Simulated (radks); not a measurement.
Values are calculated unless marked as measured or tabulated.
Q: Radial electron density D(r) = 4 pi r^2 rho(r) of an atom or ion with 6 electrons. Level of theory: scalar-relativistic Kohn-Sham, exchange-only LDA, spin-polarised, spherical densities, point nucleus (a radial shooting solver on a logarithmic mesh with Libxc functionals).

| r (bohr) | D(r) (e/bohr) | spin D(r) |
|---|---|---|
| 0.001967 | 9.376 | 0.000402 |
| 0.002365 | 12.44 | 0.00159 |
| 0.002865 | 16.54 | 0.00429 |
| 0.003472 | 21.70 | 0.00993 |
| 0.004207 | 28.03 | 0.0213 |
| 0.005056 | 35.21 | 0.0426 |
| 0.006127 | 43.67 | 0.0849 |
| 0.007423 | 52.69 | 0.165 |
| 0.008923 | 61.13 | 0.306 |
| 0.01081 | 68.64 | 0.568 |
| 0.0131 | 73.46 | 1.03 |
| 0.01587 | 74.27 | 1.82 |
| 0.01908 | 70.58 | 3.03 |
| 0.02312 | 62.49 | 4.96 |
| 0.02801 | 52.06 | 7.75 |
| 0.03367 | 42.94 | 11.3 |
| 0.0408 | 37.58 | 15.5 |
| 0.04943 | 37.96 | 19.6 |
| 0.0599 | 42.14 | 22.3 |
| 0.072 | 45.21 | 22.5 |
| 0.08724 | 42.73 | 19.6 |
| 0.1057 | 33.25 | 14.2 |
| 0.1271 | 20.87 | 8.45 |
| 0.154 | 9.701 | 3.79 |
| 0.1865 | 3.211 | 1.24 |
| 0.226 | 0.7084 | 0.272 |
| 0.2717 | 0.1056 | 0.0411 |
| 0.3292 | 0.008191 | 0.00328 |

What is the nuclear charge?

A: Z = 60. The innermost maximum, from 1s, lies near gamma/Z bohr with gamma = sqrt(1 - (Z/c)^2) = 0.899, here 0.015 bohr (found: 0.0149), and its height grows with Z. The density is that of the neodymium ion Nd54+ in [He] 2s2 2p2; the configuration itself is not fixed sharply by these data, and Z only to a few units. D(r) has 2 maxima, at r = 0.0149, 0.0743 bohr, and minima at 0.0442 bohr, inside which lie 2.22 electrons.
